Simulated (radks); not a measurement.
Results of a calculation; reference values are marked as such.
The bismuth ion Bi3+, configuration [Hg] (the NIST ground configuration).

Code: a radial shooting solver on a logarithmic mesh with Libxc functionals. Model: scalar-relativistic Kohn-Sham, BLYP, spin-polarised, spherical densities, finite nucleus; Fermi nuclear charge, rms radius 5.5211 fm.

Energy parts (Ry):
| part | energy |
|---|---|
| total | -43047.2880 |
| kinetic | 48791.0987 |
| electron-nucleus | -107404.3113 |
| Hartree | 16355.4176 |
| exchange-correlation | -789.4929 |

Orbitals (lengths in bohr, moments of r in powers of bohr; r(90%) holds 90 % of the orbital's charge):
orbital,occ.,eigenvalue (Ry),r(90%),<r>
1s,2,-6662.929,0.0290,0.01580
2s,2,-1198.964,0.103,0.06649
2p,6,-1026.403,0.0988,0.06054
3s,2,-290.9694,0.252,0.1716
3p,6,-241.6426,0.260,0.1737
3d,10,-191.9716,0.244,0.1575
4s,2,-68.34427,0.540,0.3771
4p,6,-52.17420,0.583,0.4026
4d,10,-33.65715,0.628,0.4225
4f,14,-13.26661,0.698,0.4410
5s,2,-13.63490,1.18,0.8306
5p,6,-9.08599,1.36,0.9471
5d,10,-4.01198,1.83,1.220
6s,2,-2.94056,2.89,2.021

The highest occupied level is 6s at -40.008 eV. The electron density at the nucleus is 3.215e+06 e/bohr^3 (large components only).
